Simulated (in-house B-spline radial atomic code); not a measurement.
## B II (B+): [He] 2s2

Method: non-relativistic TPSS, spin-polarised, spherical fractional occupations, point nucleus. Calculated with an all-electron radial atomic-structure program (B-spline basis).

Z_r = [3n² - l(l+1)]/(2<r>); Z_e = n√(-2ε); the last column is Slater's effective charge. Values are occupation-weighted means over spin.

| shell | electrons | ε (eV) | <r> (bohr) | Z_r | Z_e | Slater |
| --- | --- | --- | --- | --- | --- | --- |
| 1s | 2 | -195.64 | 0.3273 | 4.58 | 3.79 | 4.70 |
| 2s | 2 | -19.719 | 1.779 | 3.37 | 2.41 | 2.95 |

The least bound orbital is 2s at -19.72 eV, and it is also the most diffuse (<r> = 1.779 bohr).
